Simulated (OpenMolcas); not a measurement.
## Tc4+: moving or changing the point charges

Tc4+ among 4 point charges of -2.5 e arranged as a tetrahedron (Td), 2.06 Å from the ion.

* Program: OpenMolcas
* Method: CASSCF
* Basis: ANO-RCC-VDZP [6s5p3d1f]
* Scalar Hamiltonian: DKH2, point nucleus
* Active space: 3 electrons in 5 orbitals (4d)
* State averaging: 2S+1 = 4 even, 10 roots; 2S+1 = 2 even, 40 roots
* Spin-orbit coupling: RASSI with atomic mean-field integrals over the reference wave functions

Runs around this geometry, states (labels of Td). Energies in cm-1 above the lowest state or level, χT in cm3 K/mol; under a threefold ground state the first gap can be a small split of the lowest multiplet, not the spin-orbit step; 10Dq and B are least-squares fits to the states below 45000 cm-1, weighted by degeneracy, with a free offset, and given where the rms deviation is under 5 % of |10Dq| (or 100 cm-1) and under 700 cm-1; 10Dq is negative for this site.

```
R (Å)  q (e)  Ground state  First state of that spin   10Dq  B (rms of fit)  First gap with spin-orbit (degeneracies)  χT at 300 K  First state of another spin
 2.06  -1.62           4T1                  4T2 2114  -2590        900 (30)                              611.7 (4, 2)        0.301                     2E 14216
  1.9   -2.5           4T1                  4T2 4216  -4987       877 (117)                              441.7 (4, 2)        0.418                     2E 12016
 2.06   -2.5           4T1                  4T2 3006  -3617        892 (60)                              523.4 (4, 2)        0.351                     2E 13355
 2.21   -2.5           4T1                  4T2 2206  -2687        898 (33)                              600.5 (4, 2)        0.306                     2E 14138
```

Taking |10Dq| as R^-n, n = -ln(2687 / 4987) / ln(2.21 / 1.9) = 4.1 between the shortest and longest distance. The point-charge formula for a cubic d site gives n = 5.

Scaling the charges by -1.62 / -2.5 = 0.65 scales |10Dq| by 2590 / 3617 = 0.72; with fixed orbitals a first-order splitting would follow the charge.

An orbital triplet at a regular site is open to Jahn-Teller coupling, which can distort the site and quench the lowest spin-orbit gaps and is left out. Without dynamic correlation the repulsion within the d shell is too large (B by tens of per cent), so at a given field states of lower spin stand too high. Point charges give a weaker field than real ligands, and real ions of this kind are as a rule low spin; the high spin found here belongs to the model. The ground term spreads over less than 5000 cm-1, several times less than with real ligands, so orbital moments are less quenched and χT lies further from the spin-only value than at real sites (holds for R = 2.06, q = -1.62; R = 2.21, q = -2.5). Point charges carry no covalency, so the field is a model and not that of real ligands. No measured value stands beside these numbers.
